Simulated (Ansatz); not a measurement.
Ansatz results at the PBE0-D4/def2-TZVP geometry: LUMO energy (PBE0/def2-TZVPP) -1.54 eV; HOMO–LUMO gap (B3LYP/def2-TZVPP) 5.24 eV; HOMO energy (B3LYP/def2-TZVPP) -6.96 eV.

Each molecule was computed in one conformer, which needn't be the lowest.

(1) Which molecule gave them?
A. `FCOB[SiH2]S`
B. `N[SiH2]CBS`
C. `CC(Cl)Br`
D. `B[NH][Al]([F])[SH]`

Results:

(1) A. The others give `B[NH][Al]([F])[SH]`: -0.72, 6.52, -7.45; `N[SiH2]CBS`: -0.91, 6.15, -7.23; `CC(Cl)Br`: -0.55, 7.07, -7.89.

B3LYP here is the variant with VWN-RPA as its local correlation; programs differ in this.
